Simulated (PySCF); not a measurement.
These 3 structures share the formula C6H8F2O. The calculation used PySCF, PBE0-D3(BJ)/def2-SVP geometry optimisation, gas phase. One conformer each; no zero-point energy, no entropy. No frequencies were run at this level. Point groups hold within 0.08 Å.

**Question.** Order them by energy at this level, lowest first, and give relative energies in kcal/mol.
A. `[O:1]=[C:2]1[CH2:3][CH2:4][CH2:5][CH2:6][C:7]1([F:8])[F:9]` with O1–C2–C3–C4 125°, C2–C3–C4–C5 54°, C3–C4–C5–C6 -56°, C4–C5–C6–C7 56°
B. `[CH2:1]=[C:2](/[CH:3]=[CH:4]/[CH3:5])[O:6][CH:7]([F:8])[F:9]` with C1–C2–C3–C4 179°, C1–C2–O6–C7 -22°, C2–O6–C7–F8 -162°
C. `[F:1][CH:2]([F:3])[O:4][C@@:5]12[CH2:6][C@@H:7]([CH2:8]1)[CH2:9]2` with F1–C2–O4–C5 169°, C2–O4–C5–C6 -175°

**Answer.** A (0.0), B (31.7), C (50.1).

As drawn, the lowest has a C=O bond, which the highest lacks; the highest has a four-membered ring, which the lowest lacks.

```json
{"SMILES": "O=C1CCCCC1(F)F", "E (Eh)": "-507.46629", "E rel (kcal/mol)": "0.0", "dipole (D)": "3.95", "point group": "C1", "A, B, C (MHz)": "2219, 1704, 1254"}
{"SMILES": "C=C(/C=C/C)OC(F)F", "E (Eh)": "-507.41573", "E rel (kcal/mol)": "31.7", "dipole (D)": "2.28", "point group": "C1", "A, B, C (MHz)": "3004, 849.6, 689.9"}
{"SMILES": "FC(F)OC12CC(C1)C2", "E (Eh)": "-507.38644", "E rel (kcal/mol)": "50.1", "dipole (D)": "2.80", "point group": "C1", "A, B, C (MHz)": "3859, 1059, 980.7"}
```
